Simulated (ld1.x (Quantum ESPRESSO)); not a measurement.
# Logarithmic derivatives: carbon (C), TM

```json
{
 "Element": "carbon (C)",
 "Generator": "ld1.x (Quantum ESPRESSO) 7.5",
 "Type": "norm-conserving Troullier–Martins (Kleinman–Bylander form)",
 "Functional": "LDA (PZ)",
 "Relativity": "non-relativistic",
 "Frozen core": "[He]",
 "Valence charge": "4",
 "Reference configuration": "2s2 2p2",
 "Partial waves": "2s (bound): rc 1.05 bohr; 2p (bound): rc 1.30 bohr",
 "Local potential": "all-electron potential smoothed inside 0.80 bohr (lloc = -2)",
 "Core correction": "Bessel-smoothed model core, default radius (core density twice the valence density)"
}
```

The phase is arctan(r·u′/u) with u = r·R(r), unwrapped; energies in Ry, scanned from -3 to 5 Ry. A pole is an energy at which the radial function vanishes at the test radius. The pseudo phase is shifted by a multiple of π to meet the all-electron one at the reference energy, and phase errors are pseudo minus all-electron; the curves can meet again beyond the range given. Levels narrower than the energy grid can be missing from the lists of poles.

Task: For each channel, where are the poles, and over which energies does the pseudopotential scatter like the atom?

Result:

```json
{"channel": "s", "radius (bohr)": "1.40", "reference energy (Ry)": "-1.00", "poles, all-electron": "3.60", "poles, pseudo": "3.40", "unbroken range about the reference energy with phases within 0.05 rad": "the whole range", "phase error 1 Ry above the reference energy (rad)": "-0.002"}
{"channel": "p", "radius (bohr)": "1.40", "reference energy (Ry)": "-0.40", "poles, all-electron": "2.87", "poles, pseudo": "2.91", "unbroken range about the reference energy with phases within 0.05 rad": "the whole range", "phase error 1 Ry above the reference energy (rad)": "+0.001"}
```

Phases in the p channel:

```tsv
E (Ry)	all-electron	pseudo
-3.00	1.057	1.058
-2.76	1.024	1.025
-2.52	0.985	0.986
-2.28	0.938	0.939
-2.04	0.881	0.881
-1.80	0.809	0.810
-1.56	0.718	0.718
-1.32	0.600	0.601
-1.08	0.447	0.447
-0.84	0.249	0.249
-0.60	0.006	0.006
-0.36	-0.265	-0.265
-0.12	-0.527	-0.527
0.12	-0.753	-0.753
0.36	-0.933	-0.932
0.60	-1.072	-1.071
0.84	-1.179	-1.178
1.08	-1.263	-1.262
1.32	-1.330	-1.329
1.56	-1.385	-1.383
1.80	-1.431	-1.429
2.04	-1.470	-1.467
2.28	-1.503	-1.500
2.52	-1.533	-1.530
2.76	-1.559	-1.556
3.00	-1.583	-1.580
3.24	-1.606	-1.601
3.48	-1.626	-1.621
3.72	-1.646	-1.640
3.96	-1.665	-1.659
4.20	-1.683	-1.676
4.44	-1.700	-1.693
4.68	-1.718	-1.710
4.92	-1.736	-1.726
```
